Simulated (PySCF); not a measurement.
Species: C4H13NSi4.
SMILES with atom numbers: `[SiH3:1][SiH2:2][SiH2:3][SiH2:4][n:5]1[cH:6][cH:7][cH:8][cH:9]1`

Cartesian coordinates in Å at the PBE0-D3(BJ)/def2-SVP level; atoms count from 1:
```xyz
22
C4H13NSi4 angstrom
Si     2.1941    1.7600   -0.6255
Si     1.4388    0.5383    1.2326
Si     1.4852   -1.7747    0.7823
Si    -0.7737   -2.2866    0.4045
N     -1.4227   -0.7968   -0.3346
C     -0.8221   -0.1269   -1.3804
C     -1.4063    1.1146   -1.5102
C     -2.4020    1.2138   -0.4994
C     -2.3819    0.0317    0.2058
H      1.4248    3.0315   -0.7795
H      3.6406    2.0993   -0.4342
H      2.0737    0.9601   -1.8819
H      2.3059    0.8414    2.4165
H      0.0328    0.9152    1.5812
H      2.2738   -2.0510   -0.4612
H      2.0596   -2.5919    1.8968
H     -1.5410   -2.4656    1.6705
H     -1.0172   -3.4529   -0.4959
H     -0.0395   -0.5988   -1.9736
H     -1.1544    1.8629   -2.2596
H     -3.0611    2.0589   -0.3101
H     -2.9730   -0.2858    1.0629
```

Probes without a nucleus sit at each ring's centroid and 1 Å off its mean plane on both sides; NICS is minus the shielding there, NICSzz its component along the normal. Level: GIAO PBE0/pcSseg-1 (PySCF, non-relativistic, gas phase) on the PBE0-D3(BJ)/def2-SVP geometry, one conformer.

Ring bond lengths (Å), with Mayer bond orders in brackets: N5–C6 1.380 (1.11), C6–C7 1.378 (1.53), C7–C8 1.422 (1.33), C8–C9 1.377 (1.54), C9–N5 1.378 (1.12).

Problem. Give the NICS values of each ring in ppm.

Solution. 
```json
{"ring": "N5–C6–C7–C8–C9", "type": "5-membered ring with N; formal bonds all aromatic", "NICS(0)": "-13.3", "NICS(1), two faces": "-11.9 / -10.9", "NICS(1)zz, two faces": "-32.5 / -30.2", "rms pucker (Å)": "0.00", "centre to ring atoms, mean (Å)": "1.18"}
```

Problem. What do they say, and how far can they be read as aromaticity?

Solution. 
- N5–C6–C7–C8–C9: mean NICS(1)zz -31.4 ppm, shielded. A hydrogen on Si2, outside the ring, lies 1.97 Å from a NICS(1) probe.

Problem. And the bond-length index? Use HOMA with the parameters of Krygowski (1993).

Solution. 
- N5–C6–C7–C8–C9: HOMA 0.85; the largest term is that of C7–C8, α(R − Ropt)² = 0.30.

Problem. At the first NICS(1) probe listed for ring N5–C6–C7–C8–C9, 1 Å off the ring, how large is the induced field along the normal in 1 T applied along it?

Solution. NICSzz × B0 = -32.5 ppm × 1 T = -32 μT, against the applied field.

Problem. What are the shieldings of the ring atoms and their hydrogens in the same run (means over atoms taken as equivalent)?

Solution. 
```tsv
atoms	environment	σ isotropic (ppm)
N5	pyrrole-type nitrogen	93.1
C6 (×2)	aromatic CH next to a ring nitrogen	52.8
C7 (×2)	aromatic CH carbon	64.8
H19 (×2)	aromatic hydrogen	24.64
H20 (×2)	aromatic hydrogen	24.80
```

Problem. How do the values depend on the level or the medium?

Solution. 
```csv
level,"NICS(0), N5–C6–C7–C8–C9","mean NICS(1)zz, N5–C6–C7–C8–C9"
"PBE0/pcSseg-1, gas",-13.3,-31.4
"wB97X-D/pcSseg-1, gas",-13.1,-31.3
```

The geometry is the same throughout.
